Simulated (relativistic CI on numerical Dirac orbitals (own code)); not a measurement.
Computed by Dirac-Coulomb-Breit CI, orbitals from a KLI potential per configuration, model QED (radiative potential, 1s self-energy scaled to tabulated hydrogen-like ionisation energies), unscaled Slater integrals (own radial code, finite nucleus).

The strongest absorption lines from the ground level of an ion, among the configurations computed and to levels below about 5350 eV (vacuum wavelength in nm, gf): 0.23205 (0.051), 0.23248 (0.027), 0.25850 (0.12), 0.25954 (0.065), 0.34303 (0.47), 0.34741 (0.27), 5.0554 (0.12), 13.552 (0.021).

(1) Which ion is it?
A. Zr37+
B. Kr33+
C. Ru43+
D. Ru41+

Results:

(1) D. Ru41+ has 3 electrons and the ground level 2s ²S1/2; the strongest line goes to 3p ²P°3/2. The pattern of lines fixes the number of electrons, and along that sequence the line energies rise steadily with the charge (about as its square where n changes within one kind of shell, about linearly where n is kept but much faster in heavy ions where fine structure, which grows about as Z⁴, sets the gap, and irregularly where shells cross), which fixes Z. Configurations outside the model, such as inner-shell arrays, can give stronger lines. At this charge energies of transitions that change n are usually good to better than 1 %, and those within a shell (Δn = 0) to a few per cent.
